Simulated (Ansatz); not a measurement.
Born–Oppenheimer molecular dynamics of Cl₃HSn (5 atoms, charge 0, multiplicity 1). It starts from a relaxed structure.

Level of theory: RKS BHLYP/def2-SVP (Ansatz 0.2.0).

- ensemble: NVT, Nosé–Hoover chain
- time step: 1 fs
- steps asked: 166
- set temperature: 1500 K
- thermostat: time constant 20 fs, chain length 3
- seed: 846414

First frame:

```xyz
5
Properties=species:S:1:pos:R:3
Sn 0.033 0.000 -0.011
Cl -0.041 0.000 2.313
H 1.626 0.000 -0.574
Cl -1.124 1.877 -0.751
Cl -1.124 -1.877 -0.751
```

Question: How far do the bonds stretch over the last three quarters of this one trajectory? (Pairs bonded in most of those frames.)

Answer: 
```tsv
bond	mean (Å)	spread (Å)	shortest	longest
Sn1–Cl2	2.394	0.100	2.22	2.53
Sn1–H3	1.710	0.024	1.66	1.76
Sn1–Cl4	2.352	0.095	2.23	2.51
Sn1–Cl5	2.364	0.057	2.27	2.45
```

Mean temperature of the second half: 1673 K. The conserved energy stayed within 0.32 meV per atom of its start (net change 0.073 meV per atom), so the integration is sound. The mean temperature of the second half is 12 % above the set value. A run of 0.17 ps of so small a system gives no equilibrium averages.

Time of the run: 2.8 min on 2 threads of AMD EPYC 9R45 96-Core Processor (Zen 5), with other jobs on the host, peak memory 0.21 GiB.
